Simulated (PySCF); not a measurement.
# Spin states and ions at one geometry of Hf(NH2)4

PySCF 2.14.0, RKS PBE0, Hf def2-SVP with ECP60, N def2-SVP, H def2-SVP; non-relativistic Hamiltonian with scalar-relativistic core potentials where named; density fitting; no spin-orbit coupling; singlets restricted, open shells unrestricted. The geometry is relaxed for charge 0, singlet, vacuum (a saddle point, kept by symmetry):

```xyz
13

Hf    0.0000    0.0000    0.0000
N     2.0941    0.0000    0.0000
H     2.7058    0.7859    0.2158
H     2.7058   -0.7859   -0.2158
N     0.0000    2.0941    0.0000
H    -0.7859    2.7058    0.2158
H     0.7859    2.7058   -0.2158
N    -2.0941    0.0000    0.0000
H    -2.7058   -0.7859    0.2158
H    -2.7058    0.7859   -0.2158
N     0.0000   -2.0941    0.0000
H     0.7859   -2.7058    0.2158
H    -0.7859   -2.7058   -0.2158
```

Energies count from the relaxed state; an electron taken off or put on is at rest in vacuum. Charges and spins are Mulliken's.

```json
{"state": "charge 0, singlet, vacuum", "energy (eV)": "0.00", "spin squared": "0.00", "charge on Hf1 (e)": "1.14", "spin on Hf1 (e)": "0.00", "dipole about the centre of mass (D)": "0.00"}
{"state": "charge 0, triplet, vacuum", "energy (eV)": "2.42", "spin squared": "2.01", "charge on Hf1 (e)": "0.73", "spin on Hf1 (e)": "0.90", "dipole about the centre of mass (D)": "0.00"}
{"state": "charge -1, doublet, vacuum", "energy (eV)": "-0.48", "spin squared": "0.75", "charge on Hf1 (e)": "0.48", "spin on Hf1 (e)": "1.12", "dipole about the centre of mass (D)": "0.00"}
```

Q: What does the state charge +1, doublet, vacuum give?

A: energy (eV) 7.83, spin squared 0.80, charge on Hf1 (e) 1.32, spin on Hf1 (e) -0.29, dipole about the centre of mass (D) 0.00.

With an electron taken off (doublet) the charges change, summed by element, by Hf +0.17 e, N +0.38 e, H +0.45 e. The vertical ionisation energy is 7.83 eV, against −ε(HOMO) = 6.06 eV of the relaxed state. The level lies 1.8 eV too high, as is usual for semilocal functionals and global hybrids, which keep a self-interaction error.

With an electron put on (doublet) the charges change, summed by element, by Hf -0.67 e, N +0.05 e, H -0.38 e. The vertical electron affinity is 0.48 eV, against −ε(LUMO) = 1.97 eV of the relaxed state. The basis has no diffuse functions, which an added electron needs. The added electron's level lies above zero.

Open shells may have lower solutions than those found.
